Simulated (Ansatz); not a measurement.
CH$_{4}$AlNOS (`NC(=S)[O][AlH2]`), relaxed with RKS PBE0-D4/def2-TZVP in Ansatz from a PBE-D4/def2-SVP geometry. The force threshold is 0.005 eV/Å; the program also tests the step.

Charge 0, multiplicity 1.

Start:

```xyz
9

N    -1.228    0.492   -0.709
C    -0.698    0.777    0.515
S    -1.390    1.849    1.573
O     0.438    0.114    0.799
Al    1.604   -1.032    0.213
H    -0.793   -0.168   -1.356
H    -2.088    0.965   -0.979
H     2.800   -1.365    1.194
H     1.355   -1.632   -1.249
```

Problem. By how much does the energy fall, and how many steps does the optimiser take? (Estimate.)

Solution. Ansatz gave: 5.29 kJ/mol, in 9 steps, 1 of them rejected.

Problem. Which bonds change most? (An estimate is asked.)

Solution. Computed: O4–Al5 from 1.737 to 1.706 Å; C2–O4 from 1.345 to 1.327 Å; N1–C2 from 1.364 to 1.348 Å; Al5–H9 from 1.600 to 1.583 Å.

Problem. Give the relaxed structure. (Best estimate.)

Solution. The calculation gave: 
```xyz
9

N    -1.180    0.466   -0.697
C    -0.684    0.768    0.519
S    -1.402    1.836    1.539
O     0.438    0.131    0.829
Al    1.557   -0.999    0.212
H    -0.725   -0.190   -1.311
H    -2.027    0.917   -0.989
H     2.768   -1.371    1.136
H     1.256   -1.559   -1.238
```
